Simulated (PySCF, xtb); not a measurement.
CH₅BeN, SMILES [Be]([NH2])[CH3].

GFN2-xTB (xtb) at its own geometry gives an orbital gap of 6.05 eV and a dipole moment of 1.36 D.

The structure is a stationary point at B3LYP-D3(BJ)/def2-TZVP. Other conformers were not sampled.

### Question
What does PySCF with PBE/def2-TZVPD give? (An estimate is asked for; the answer gives what the named calculation found.)

### Answer
gap 5.15 eV (levels -5.86 and -0.71 eV), dipole 0.94 D.
